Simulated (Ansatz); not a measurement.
Computed with Ansatz on PBE0-D4/def2-TZVP structures; ΔE is electronic, products minus reactants. CBS: MP2 limit from def2 TZ/QZ plus the TZ coupled-cluster correction, frozen cores. This one scheme is used for every species. Functionals use def2-TZVPP. B3LYP here is the variant with VWN-RPA as its local correlation; programs differ in this. Elements past krypton have def2 core potentials. For Te outer-core shells are correlated without core-valence functions, which leaves a few kJ/mol of doubt a bond. Each species was taken in one conformer, which may not be the lowest.

Reaction (formal exchange of groups at the Al–Si bond): `N[SiH2][AlH][TeH]` + `CC` → `C[CH2][AlH][TeH]` + `N[SiH3]`

```
          level  ΔE (kJ/mol)
      r2SCAN-D4          9.3
       B3LYP-D4          7.0
        ωB97X-V          4.4
         B2PLYP          4.6
 MP2/def2-TZVPP         -4.3
CCSD/def2-TZVPP          4.0
 MP2/def2-QZVPP         -4.9
   HF/CBS(def2)          3.9
```

Problem. What does CCSD(T)/CBS give? (Best estimate.)

Solution. The calculation gave: +3.7 kJ/mol. The listed levels differ from it by 5.6, 3.3, 0.7, 0.9, -8.0, 0.3, -8.6, 0.2 kJ/mol.

Largest T1 diagnostic among the species: 0.012.

From PBE to PBE0 (25 % exact exchange), in def2-TZVPP and without D4, ΔE moves by −4.0 kJ/mol.
